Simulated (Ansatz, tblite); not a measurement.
Removing and adding an electron: Pt₃H₄ (the lowest singlet isomer of a short search). Charge 0, multiplicity 1. Geometry: PBE0-D4/def2-TZVP. Ansatz, gas phase; energy differences of separate SCF runs; the oxidised species was run as a doublet alone; the reduced species was run as a doublet alone.

```xyz
7

Pt   -1.124    0.128   -0.362
Pt    0.966   -0.986    0.811
Pt    0.823    1.467    0.915
H     0.322    1.569   -0.549
H    -0.929   -0.255   -1.814
H     2.211   -1.080    1.729
H    -2.268   -0.843   -0.730
```

In the def2 sets Pt takes a core potential; there is no spin–orbit coupling. The xTB rows come from tblite. HOMO above LUMO, or a gap near zero within one spin, warns that the state may not be the lowest or that an electron is smeared out. The structure comes from a short search, and lower isomers may exist.

```
            level  −HOMO (eV)  vertical IE (eV)  −LUMO (eV)  vertical EA (eV)  HOMO–LUMO gap (eV)  IE − EA (eV)                                     remarks
         GFN1-xTB       11.02             14.03       10.28              7.44                0.74          6.59                                           –
         GFN2-xTB        9.17             11.96        8.56              5.92                0.61          6.04                                           –
 PBE-D4/def2-TZVP        5.40              8.42        4.72                 –                0.68             –  gap within one spin near zero (+1 doublet)
PBE0-D4/def2-TZVP        6.63              8.51        3.77                 –                2.86             –                                           –
```

Task: Estimate the rows for PBE-D4/def2-TZVPD, r2SCAN-D4/def2-TZVPD, PBE0-D4/def2-TZVPD.

Result: 
```csv
level,−HOMO (eV),vertical IE (eV),−LUMO (eV),vertical EA (eV),HOMO–LUMO gap (eV),IE − EA (eV),remarks
PBE-D4/def2-TZVPD,5.40,–,4.72,2.37,0.67,–,HOMO above zero (-1 doublet)
r2SCAN-D4/def2-TZVPD,5.60,–,4.58,2.35,1.02,–,–
PBE0-D4/def2-TZVPD,6.63,–,3.77,2.28,2.86,–,–
```

Run but left out: r2SCAN-D4/def2-TZVP (singlet: restricted singlet, unstable towards broken spin symmetry).   A HOMO above zero means that the electron is unbound at that level or that self-interaction error raises the level; the energy of removing that electron tells which. Raw xTB energy differences between charge states are shifted by several eV; the methods need an empirical correction for them.
